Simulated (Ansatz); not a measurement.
Consider the substitution at a C–B bond: `BCB(C)O` + HCl → `BCCl` + `CBO`.

Computed with Ansatz on PBE0-D4/def2-TZVP structures; ΔE is electronic, products minus reactants. CCSD(T)/CBS adds triple-zeta CCSD(T) − MP2 to the extrapolated MP2 energy (def2 sets, frozen cores). This one scheme is used for every species. DFT in def2-TZVPP. HSE06 is defined as in plane-wave codes. Each species was taken in one conformer, which may not be the lowest.

Question: Is it downhill or uphill in electronic energy at CCSD(T)/CBS, and by how much? (Estimate.)

Answer: The calculation gave: Uphill: ΔE = +89.1 kJ/mol.

Question: What do these levels give: revPBE-D4, BLYP-D4, r2SCAN-D4, B97M-V, r2SCAN0-D4, HSE06-D4, ωB97M-V, LC-ωPBE, CCSD/def2-SVP, SCS-MP2/def2-TZVPP, HF/def2-QZVPP, MP2/CBS(def2)? (An estimate is asked.)

Answer: Computed: revPBE-D4 88.9, BLYP-D4 81.8, r2SCAN-D4 91.7, B97M-V 94.9, r2SCAN0-D4 91.7, HSE06-D4 89.3, ωB97M-V 88.1, LC-ωPBE 87.9, CCSD/def2-SVP 96.2, SCS-MP2/def2-TZVPP 85.9, HF/def2-QZVPP 69.7, MP2/CBS(def2) 91.2 kJ/mol.

Largest T1 diagnostic among the species: 0.012.

In def2-TZVPP, CCSD(T) changes the Hartree–Fock value by +21.8 kJ/mol (the triples alone add +2.0 kJ/mol) and MP2 by +23.9 kJ/mol. At CCSD(T), def2-SVP lies +9.2 kJ/mol from the extrapolated value and def2-TZVPP +2.5 kJ/mol. Leaving LDA and LC-ωPBE aside and taking each functional with its dispersion term where it has one, the values spread over 13.1 kJ/mol, from BLYP-D4 to B97M-V. LDA lies +12.9 kJ/mol from PBE without D4.
